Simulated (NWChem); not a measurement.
System: SnCl$_{2}$, singlet; SMILES [Cl][Sn][Cl]

Here is an NWChem input.

```
start job
memory heap 200 mb stack 900 mb global 1100 mb
geometry units angstroms
  Sn     0.027753    -0.025808     0.573146
  Cl     1.134703     1.421229    -0.954704
  Cl    -1.227633    -1.334820    -0.964404
end
basis spherical
  * library def2-svp
end
ecp
  Sn library def2-ecp
end
dft
  xc xpbe96 cpbe96
  disp vdw 4
  iterations 150
end
driver
  maxiter 120
end
task dft optimize
dft
  grid fine
  convergence energy 1d-8 density 1d-7
end
task dft freq numerical
```

Low-valent species are run as closed-shell singlets; no triplet was tried in these runs. def2 effective core potentials on Sn; no spin-orbit coupling.

The level has its own optimisation; frequencies are unscaled.

Predict the main results of this run. (PBE-D3(BJ)/def2-SVP with def2 effective core potentials on Sn.) Quantities: r Cl–Sn (Å); highest harmonic frequency (cm⁻¹); lowest (cm⁻¹); zero-point energy (kcal/mol).

The r Cl–Sn (Å) is 2.411 and the highest harmonic frequency (cm⁻¹) comes out as 349. The lowest (cm⁻¹) is 111 and the zero-point energy (kcal/mol) is 1.1.
